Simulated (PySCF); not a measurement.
C3H6BF, SMILES C=CCBF.

Geometry: PBE-D3(BJ)/def2-SVP. The structure was generated by enumeration, and PubChem lists no compound with its InChIKey, so it may never have been made. Other conformers were not sampled.

All values below come from PBE/def2-TZVP (PySCF).

Gas-phase values at a fixed geometry.

Estimate the frontier levels, gap, dipole moment and polarisability. (Estimate from the structure and the level; the computed values follow.)


```yaml
highest_occupied_level: -6.20 eV
lowest_empty_level: -1.72 eV
orbital_gap: 4.49 eV
dipole_moment: 0.93 D
quadrupole, principal values (traceless, Buckingham form, about the centre of nuclear charge): -5.16, 1.29, 3.87 D·Å
mean_static_polarisability: 52.9 bohr³ (7.84 Å³)
polarisability_principal_values: 41.1, 49.1, 68.4 bohr³
```
